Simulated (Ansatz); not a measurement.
Compare A (`OBCCl`) with its isomer B (`COBCl`).

Calculated with Ansatz (gas phase, PBE0-D4/def2-TZVP geometries, no zero-point term in ΔE). CCSD(T)/CBS adds triple-zeta CCSD(T) − MP2 to the extrapolated MP2 energy (def2 sets, frozen cores). Functionals use def2-TZVPP. One conformer a species, not always the lowest.

**Question.** Which is lower in electronic energy at CCSD(T)/CBS, and by how much? (An estimate is asked.)

**Answer.** Ansatz gave: B, by 49.8 kJ/mol.

**Question.** Give E(B) − E(A) in kJ/mol with PBE-D4, HF/def2-TZVPP, r2SCAN-D4, MP2/def2-TZVPP, PBE0-D4, ωB97M-V, LDA (SPW92). (Estimate.)

**Answer.** The calculation gave: PBE-D4 -48.4, HF/def2-TZVPP -66.8, r2SCAN-D4 -53.0, MP2/def2-TZVPP -53.9, PBE0-D4 -49.9, ωB97M-V -50.8, LDA (SPW92) -46.2. None reverses the order clearly.

**Question.** Does the order hold for the free energy at 298.15 K (harmonic terms from PBE0-D4)? (An estimate is asked.)

**Answer.** Ansatz gave: Yes: G(B) − G(A) = -49.4 kJ/mol, for one conformer each.

Largest T1 diagnostic: 0.012.

Leaving LDA and LC-ωPBE aside and taking each functional with its dispersion term where it has one, the values, not all of them listed here, spread over 9.5 kJ/mol, from BHLYP-D4 to revPBE-D4. LDA lies +3.4 kJ/mol from PBE without D4. In def2-TZVPP, CCSD(T) changes the Hartree–Fock value by +12.5 kJ/mol (the triples alone add +1.2 kJ/mol) and MP2 by +12.9 kJ/mol.
